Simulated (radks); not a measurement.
The numbers below are computed, except where a source is named.
Initial-state core-level shifts of the rhenium ion Re+ when its valence configuration changes from [Xe] 4f14 5d5 6s1. Code: a radial shooting solver on a logarithmic mesh with Libxc functionals. Model: Dirac Kohn-Sham, PBEsol, spin-unpolarised, spherical densities, point nucleus; open shells are shared between the two j in proportion to 2j + 1. Shifts are changes of the shell-averaged eigenvalues in eV (positive: less bound).

valence	1s	2p	4p	5s
4f13 5d5 6s1 6p1	-14.838	-15.758	-15.688	-8.735
4f13 5d6 6s1	-10.193	-10.997	-10.979	-4.186
4f14 5d4 6s2	-2.865	-3.006	-2.957	-2.845
4f13 5d5 6s2	-13.265	-14.218	-14.137	-7.194
4f12 5d5 6s2 6p1	-29.245	-31.226	-30.815	-16.314
4f14 5d4 6s1 6p1	-4.425	-4.536	-4.495	-4.372
4f13.5 5d5 6s1 6p0.5	-7.272	-7.719	-7.714	-4.317
4f14 5d6	+2.582	+2.705	+2.677	+2.606
4f14 5d5 6p1	-1.546	-1.512	-1.523	-1.521
